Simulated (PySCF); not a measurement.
C4H9BF2Si.
Z-matrix (Å and degrees, PBE0-D3(BJ)/def2-SVP geometry), rows numbered from 1:
```
F 
B   1  1.3206
F   2  1.3253  1  115.68
Si  2  2.0276  1  124.37  3  -178.89
C   4  1.9090  2  111.51  1   114.70
C   5  1.5362  4  102.91  2   100.16
C   6  1.5301  5  108.71  4    38.74
C   7  1.5368  6  108.64  5   -51.42
H   4  1.4965  2  110.91  1   -12.07
H   5  1.1033  4  108.55  2  -142.55
H   5  1.1002  4  115.03  2   -22.81
H   6  1.1026  5  111.84  4   162.34
H   6  1.1049  5  109.29  4   -79.99
H   7  1.1046  6  108.88  5    67.74
H   7  1.1023  6  111.44  5  -175.08
H   8  1.1000  4  114.21  2   109.49
H   8  1.1032  4  108.52  2    -9.85
```

All values: PBE0/pcSseg-1 and wB97X-D/def2-SVPD (PySCF, non-relativistic), on one gas-phase PBE0-D3(BJ)/def2-SVP geometry that isn't relaxed in the solvent. The solvent is an IEF-PCM continuum (cavity from Bondi-type radii × 1.2). The model holds no explicit solvent molecules, cavitation or dispersion.

Gas phase at PBE0/pcSseg-1: HOMO -8.31 eV, LUMO -0.97 eV, dipole 1.69 D.

What does the continuum do to the energy, the frontier levels and the dipole at PBE0/pcSseg-1 in chloroform?

```csv
solvent,ε,E(solvent) − E(gas) (kcal/mol),polarisation term (kcal/mol),distortion of the solute (kcal/mol),HOMO (eV),LUMO (eV),dipole (D)
chloroform,4.711,-1.54,-1.61,0.07,-8.14,-0.87,1.89
```

Polarisation term: ½ Σ q·V over the induced surface charges. Distortion: the rise of the solute's own energy as its density leaves the gas-phase optimum.

Which radius a makes the point-dipole formula ΔE = −[(ε − 1)/(2ε + 1)]·μ²/a³ give the value in chloroform, with the gas-phase dipole?

μ = 0.663 au and |ΔE| = 0.00245 Eh give a = 2.12 Å; the farthest nucleus lies 3.86 Å from the centroid of the nuclei, so such a sphere wouldn't even hold the nuclei. The formula assumes a rigid point dipole at the centre of a sphere.

Which Mulliken charges (PBE0/pcSseg-1) respond most in chloroform (means over atoms taken as equivalent)?

```csv
atoms,environment,gas (e),solvent (e),change
H9,Si–H hydrogen,-0.055,-0.066,-0.011
Si4,SiH silicon,+0.536,+0.547,+0.011
F1/F3,boron-bound fluorine,-0.285,-0.293,-0.008
B2,three-coordinate boron,+0.549,+0.555,+0.006
H10/H16,methylene hydrogen,+0.148,+0.152,+0.004
H11/H17,methylene hydrogen,+0.149,+0.153,+0.004
```

Which Mayer bond orders change most in chloroform?

```json
{"bond": "F1–B2", "length (Å)": "1.321", "gas": "1.107", "solvent": "1.096", "change": "-0.011"}
{"bond": "B2–F3", "length (Å)": "1.325", "gas": "1.083", "solvent": "1.075", "change": "-0.008"}
{"bond": "Si4–C5", "length (Å)": "1.909", "gas": "0.909", "solvent": "0.913", "change": "+0.004"}
{"bond": "C8–Si4", "length (Å)": "1.907", "gas": "0.909", "solvent": "0.913", "change": "+0.004"}
{"bond": "Si4–H9", "length (Å)": "1.496", "gas": "0.947", "solvent": "0.945", "change": "-0.002"}
{"bond": "C5–H10", "length (Å)": "1.103", "gas": "0.942", "solvent": "0.940", "change": "-0.002"}
{"bond": "C5–H11", "length (Å)": "1.100", "gas": "0.951", "solvent": "0.949", "change": "-0.002"}
{"bond": "C5–C6", "length (Å)": "1.536", "gas": "1.027", "solvent": "1.028", "change": "+0.001"}
```

Gas phase at wB97X-D/def2-SVPD: HOMO -10.13 eV, LUMO 0.80 eV, dipole 1.80 D.

What does the continuum do to the energy, the frontier levels and the dipole at wB97X-D/def2-SVPD in chloroform?

| solvent | ε | E(solvent) − E(gas) (kcal/mol) | polarisation term (kcal/mol) | distortion of the solute (kcal/mol) | HOMO (eV) | LUMO (eV) | dipole (D) |
| --- | --- | --- | --- | --- | --- | --- | --- |
| chloroform | 4.711 | -1.55 | -1.65 | 0.10 | -9.95 | 0.91 | 2.04 |

How does the static polarisability (wB97X-D/def2-SVPD, frozen core, with the continuum's full static response) change?

```
    medium  isotropic (au)  principal values (au)  ⟨r²⟩ of the electrons (bohr²)
       gas            85.1       77.7, 81.0, 96.5                         1319.6
chloroform           105.4     97.6, 101.1, 117.5                         1319.9
```

The isotropic value in chloroform is 1.24 times the gas-phase one; no cavity-field correction is applied. ⟨r²⟩ is taken about the centre of nuclear charge.

wB97X-D is run here without its empirical dispersion term; that term would change no orbital, density or response property at a fixed geometry.
